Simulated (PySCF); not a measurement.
Pb⁺: ionisation energy

Pb⁺ [Xe] 4f14 5d10 6s2 6p1 (2P) → Pb²⁺ [Xe] 4f14 5d10 6s2 (1S), as a difference of total energies. Computed with PySCF 2.14 in aug-cc-pVTZ-PP with ECP60MDF (6s5p4d2f, 55 functions), with a scalar-relativistic core potential. Correlated levels: valence: 5s2 5p6 5d10 frozen. The calculations carry no spin-orbit coupling.

```csv
method,ionisation energy (eV)
UHF,13.200
MP2 (valence),13.385
SCS-MP2 (valence),13.372
CCSD (valence),13.438
CCSD(T) (valence),13.449
CCSDT (valence),13.452
```

Task: How much does correlation contribute at CCSD(T) (valence)?

Result: 13.449 − (13.200) = 0.249 eV, measured against UHF.

Errors of the correlated levels include the incompleteness of this basis and the frozen core.

For comparison: 13.869 eV (measured; NIST levels, between the centres of gravity of the two terms).
